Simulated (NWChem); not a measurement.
HSeOF; SMILES O[Se]F

```xyz
4

Se     0.3761     0.0240    -0.0260
F     -0.5892    -1.4878     0.0326
O     -0.9239     1.2626     0.0961
H     -1.2611     1.4036    -0.8136
```
Atoms are numbered in this order, from 1.

Results from NWChem. Pople sets run with spherical d functions. Geometry: optimised at PBE-D3(BJ)/def2-SVP. Vzz is the largest principal value of the second derivative of the potential at the nucleus (NWChem prints the opposite sign); η is the asymmetry. Non-relativistic.

For level PBE0/6-31G*:

```yaml
Vzz Se1 (a.u.): -10.075
Vzz O3 (a.u.): -1.438
```

Q: Estimate the same quantities for level B3LYP/def2-TZVP.

A: The vzz Se1 (a.u.) is -10.847 and the vzz O3 (a.u.) is 1.477.
